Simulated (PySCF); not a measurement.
Screening by computed properties: pick the candidate that meets the target.

Species are written as SMILES; each is one conformer at its optimised geometry, gas phase, non-relativistic unless stated; the electronic structure was computed with PySCF and density fitting.

Dipoles, sizes and rotational constants follow the conformer. The torsions of the flexible species, by atom-mapped SMILES:
- `[O:1]=[CH:2][c:3]1[cH:4][cH:5][n:6][n:7]1[CH:8]1[CH2:9][CH2:10]1`: O1–C2–C3–C4 180°, N6–N7–C8–C9 -34°
- `[CH3:1][Si@@H:2]([PH2:3])[C:4]#[C:5][c:6]1[cH:7][cH:8][cH:9][o:10]1`: H–P3–Si2–C1 167°, H–P3–Si2–C1 74°
- `[CH3:1][O:2][c:3]1[cH:4][cH:5][s:6][cH:7]1`: C1–O2–C3–C4 179°
- `[CH3:1][C:2](=[O:3])[c:4]1[cH:5][p:6][cH:7][cH:8][c:9]1[SiH3:10]`: C1–C2–C4–C5 1°
- `[F:1]/[CH:2]=[CH:3]/[CH2:4][O:5][CH:6]([F:7])[F:8]`: C2–C3–C4–O5 -10°, C3–C4–O5–C6 -76°, C4–O5–C6–F7 140°
- `[CH3:1][c:2]1[cH:3][c:4]([S:5](=[O:6])(=[O:7])[Cl:8])[s:9][c:10]1[CH3:11]`: C3–C4–S5–O6 157°

Task: Wanted: smallest rotational constant between 0.7 GHz and 1 GHz (GFN2-xTB) and HOMO–LUMO gap above 5.2 eV (PBE0/pcSseg-1), at GFN2-xTB geometries. Which candidate meets both?
A. `C[Si@@H](P)C#Cc1ccco1`
B. `CC(=O)c1cpccc1[SiH3]`
C. `COc1ccsc1`
D. `O=CC1=CC=NN1C1CC1`

Result: D. Computed values:
```csv
species,smallest rotational constant,HOMO–LUMO gap
C[Si@@H](P)C#Cc1ccco1,0.322 GHz,5.28 eV
CC(=O)c1cpccc1[SiH3],0.544 GHz,5.11 eV
O=CC1=CC=NN1C1CC1,0.855 GHz,5.44 eV
COc1ccsc1,1.238 GHz,6.15 eV
```

Task: Wanted: dipole moment between 1.7 D and 2.3 D (PBE0/pcSseg-1) and HOMO energy above -7.6 eV (PBE0/pcSseg-1), at GFN2-xTB geometries. Which candidate meets both?
A. `O=Cc1ccnn1C1CC1`
B. `C[Si@@H](P)C#Cc1ccco1`
C. `CC1=C(C)SC(S(=O)(=O)Cl)=C1`
D. `C(F)(OC/C=C/F)F`

Result: B. Computed values:
```
                   species  dipole moment  HOMO energy
           O=Cc1ccnn1C1CC1         1.44 D     -7.28 eV
     C[Si@@H](P)C#Cc1ccco1         1.97 D     -6.41 eV
           C(F)(OC/C=C/F)F         2.60 D     -7.85 eV
CC1=C(C)SC(S(=O)(=O)Cl)=C1         6.56 D     -7.41 eV
```
